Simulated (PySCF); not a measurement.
Isomers of CH10N2OSi3, mass 150.010 u with the commonest isotopes. Level of theory: CAM-B3LYP/def2-SVPD in PySCF (dipole) on a GFN2-xTB geometry, gas phase. One conformer each, none proved a minimum here; rigid rotors.

Question: Order these by out-of-plane moment Σ m c² = (Ia + Ib − Ic)/2, smallest first.
A. `[CH3:1][Si@@H:2]1[NH:3][Si@H:4]([OH:5])[NH:6][SiH2:7]1` with N3–Si4–O5–H -56°, C1–Si2–N3–Si4 -140°, Si2–N3–Si4–O5 141°, N3–Si4–N6–Si7 -14°, Si4–N6–Si7–Si2 6°
B. `[CH3:1][N:2]1[SiH2:3][SiH2:4][O:5][Si@@H:6]1[NH2:7]` with O5–Si6–N7–H 180° and 44°
C. `[NH2:1][C:2](=[O:3])[SiH2:4][SiH2:5][NH:6][SiH3:7]` with H–N1–C2–O3 -1° and -179°, N1–C2–Si4–Si5 172°, C2–Si4–Si5–N6 -15°, Si4–Si5–N6–Si7 -173°
D. `[CH3:1][Si@@H:2]1[NH:3][Si@@H:4]([OH:5])[NH:6][SiH2:7]1` with N3–Si4–O5–H 58°, C1–Si2–N3–Si4 -119°, Si2–N3–Si4–O5 -132°, N3–Si4–N6–Si7 16°, Si4–N6–Si7–Si2 -14°
E. `[CH3:1][NH:2][Si@@H:3]1[SiH2:4][O:5][Si@H:6]1[NH2:7]` with C1–N2–Si3–Si4 -92°, O5–Si6–N7–H -38° and -174°

Answer: C (13.15 u·Å²), B (32.29 u·Å²), D (34.10 u·Å²), E (37.90 u·Å²), A (39.91 u·Å²).

Question: Order these by rotational constant B, smallest first.
A. `[NH2:1][C:2](=[O:3])[SiH2:4][SiH2:5][NH:6][SiH3:7]` with H–N1–C2–O3 -1° and -179°, N1–C2–Si4–Si5 172°, C2–Si4–Si5–N6 -15°, Si4–Si5–N6–Si7 -173°
B. `[CH3:1][Si@@H:2]1[NH:3][Si@H:4]([OH:5])[NH:6][SiH2:7]1` with N3–Si4–O5–H -56°, C1–Si2–N3–Si4 -140°, Si2–N3–Si4–O5 141°, N3–Si4–N6–Si7 -14°, Si4–N6–Si7–Si2 6°
C. `[CH3:1][NH:2][Si@@H:3]1[SiH2:4][O:5][Si@H:6]1[NH2:7]` with C1–N2–Si3–Si4 -92°, O5–Si6–N7–H -38° and -174°
D. `[CH3:1][Si@@H:2]1[NH:3][Si@@H:4]([OH:5])[NH:6][SiH2:7]1` with N3–Si4–O5–H 58°, C1–Si2–N3–Si4 -119°, Si2–N3–Si4–O5 -132°, N3–Si4–N6–Si7 16°, Si4–N6–Si7–Si2 -14°
E. `[CH3:1][N:2]1[SiH2:3][SiH2:4][O:5][Si@@H:6]1[NH2:7]` with O5–Si6–N7–H 180° and 44°

Answer: A (729.5 MHz), C (1001 MHz), D (1115 MHz), B (1139 MHz), E (1552 MHz).

Question: Order these by radius of gyration √(Σ m r²/M), smallest first.
A. `[NH2:1][C:2](=[O:3])[SiH2:4][SiH2:5][NH:6][SiH3:7]` with H–N1–C2–O3 -1° and -179°, N1–C2–Si4–Si5 172°, C2–Si4–Si5–N6 -15°, Si4–Si5–N6–Si7 -173°
B. `[CH3:1][NH:2][Si@@H:3]1[SiH2:4][O:5][Si@H:6]1[NH2:7]` with C1–N2–Si3–Si4 -92°, O5–Si6–N7–H -38° and -174°
C. `[CH3:1][Si@@H:2]1[NH:3][Si@H:4]([OH:5])[NH:6][SiH2:7]1` with N3–Si4–O5–H -56°, C1–Si2–N3–Si4 -140°, Si2–N3–Si4–O5 141°, N3–Si4–N6–Si7 -14°, Si4–N6–Si7–Si2 6°
D. `[CH3:1][N:2]1[SiH2:3][SiH2:4][O:5][Si@@H:6]1[NH2:7]` with O5–Si6–N7–H 180° and 44°

Answer: D (1.936 Å), C (2.061 Å), B (2.157 Å), A (2.425 Å).

```csv
SMILES,point group,Ia (u·Å²),Ib (u·Å²),Ic (u·Å²),κ,μa (D),μb (D),μc (D)
CN[Si@@H]1[SiH2]O[Si@H]1N,C1,230.73,505.05,659.99,-0.67,1.48,1.41,0.47
NC(=O)[SiH2][SiH2]N[SiH3],C1,202.35,692.76,868.80,-0.85,3.50,0.93,0.73
CN1[SiH2][SiH2]O[Si@@H]1N,C1,268.86,325.63,529.91,0.29,1.37,0.51,0.25
C[Si@@H]1N[Si@H](O)N[SiH2]1,C1,233.71,443.62,597.52,-0.55,1.07,0.34,1.20
C[Si@@H]1N[Si@@H](O)N[SiH2]1,C1,221.26,453.36,606.41,-0.61,0.90,0.00,0.62
```
